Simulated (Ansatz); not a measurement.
Consider the formal hydrolysis of a B–F bond: `O[B-]1(F)OC(C(F)(F)F)=CC(C(F)(F)F)=[O+]1` + H₂O → `O[B-]1(O)OC(C(F)(F)F)=CC(C(F)(F)F)=[O+]1` + H–F.

Gas-phase electronic energies from Ansatz, PBE0-D4/def2-TZVP geometries. CCSD(T)/CBS is the MP2 limit (def2-TZVPP, def2-QZVPP) plus CCSD(T) − MP2 in def2-TZVPP, frozen cores. This one scheme is used for every species. One conformer a species, not always the lowest.

```json
{"species": "`O[B-]1(F)OC(C(F)(F)F)=CC(C(F)(F)F)=[O+]1`", "MP2/def2-QZVPP energy (Eh)": "-1140.12728"}
{"species": "H₂O", "MP2/def2-QZVPP energy (Eh)": "-76.34932"}
{"species": "`O[B-]1(O)OC(C(F)(F)F)=CC(C(F)(F)F)=[O+]1`", "MP2/def2-QZVPP energy (Eh)": "-1116.09612"}
{"species": "H–F", "MP2/def2-QZVPP energy (Eh)": "-100.36692"}
```

Question: Work out ΔE.

Answer: ΔE = (-1116.09612) + (-100.36692) − (-1140.12728) − (-76.34932) = 0.01356 Eh = +8.5 kcal/mol. CCSD(T)/CBS gives +9.2 kcal/mol.

Largest T1 diagnostic among the species: 0.015.

The D4 term adds −0.9 kcal/mol with B3LYP and −0.5 kcal/mol with PBE0; it sums over pairs of atoms, weighted by their polarisabilities, and B3LYP, whose exchange is more repulsive, gets the larger term. In def2-TZVPP, CCSD(T) changes the Hartree–Fock value by −3.0 kcal/mol (the triples alone add −0.5 kcal/mol) and MP2 by −3.7 kcal/mol.

B3LYP here is the variant with VWN-RPA as its local correlation; programs differ in this.
